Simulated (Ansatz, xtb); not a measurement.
Isomers of C6H5OP in order of energy

4 gas-phase structures of C6H5OP, from a drawn sample of its isomers (lower ones may exist). Each was relaxed with GFN2-xTB:

A. `O=CC1=CC=CP=C1`, a singlet
B. `C#CC1=PC=C(C)O1`, a singlet
C. `C#CC1=COC(C)=P1`, a singlet
D. `O=CC1=CC=CC=P1`, a singlet

Q: Make a reasoned guess at their ranking by r2SCAN-D4/def2-SVP single-point energy.

A: Calculated order at r2SCAN-D4/def2-SVP: D (0.0), A (0.4), B (44.3), C (46.9) kcal/mol. Less than 1 kcal/mol parts D and A, so the order within that pair means little.

Energies above the lowest of each column, in kcal/mol; the last columns are at PBE-D3(BJ)/def2-SVP geometries and were run for some of them only (a dash: not run or not comparable):

```json
{"structure": "D", "GFN2-xTB": "0.0", "HF/STO-3G": "0.2", "r2SCAN-D4/def2-SVP": "0.0", "PBE-D3(BJ)/def2-SVP": "0.0", "CCSD(T)/def2-SVP + ΔMP2/def2-TZVPP": "0.0"}
{"structure": "A", "GFN2-xTB": "1.5", "HF/STO-3G": "0.0", "r2SCAN-D4/def2-SVP": "0.4", "PBE-D3(BJ)/def2-SVP": "0.5", "CCSD(T)/def2-SVP + ΔMP2/def2-TZVPP": "0.0"}
{"structure": "B", "GFN2-xTB": "17.1", "HF/STO-3G": "22.8", "r2SCAN-D4/def2-SVP": "44.3", "PBE-D3(BJ)/def2-SVP": "43.2", "CCSD(T)/def2-SVP + ΔMP2/def2-TZVPP": "41.0"}
{"structure": "C", "GFN2-xTB": "19.3", "HF/STO-3G": "25.1", "r2SCAN-D4/def2-SVP": "46.9", "PBE-D3(BJ)/def2-SVP": "–", "CCSD(T)/def2-SVP + ΔMP2/def2-TZVPP": "–"}
```

Every level run on D puts it lowest or level with the lowest. Flexible structures stand in one conformer each, not always the lowest. Frequencies (GFN2-xTB) were run for A, B, D alone. ΔMP2 is the change of the MP2 energy from the smaller to the larger basis.

Over these structures GFN2-xTB departs from r2SCAN-D4/def2-SVP by 14.0 kcal/mol on average once a common shift is removed. A GFN2-xTB relaxation took about 0.07 s and the r2SCAN-D4/def2-SVP energy about 0.92 s on a shared host (Ansatz 0.2.0, xtb 6.7.1).
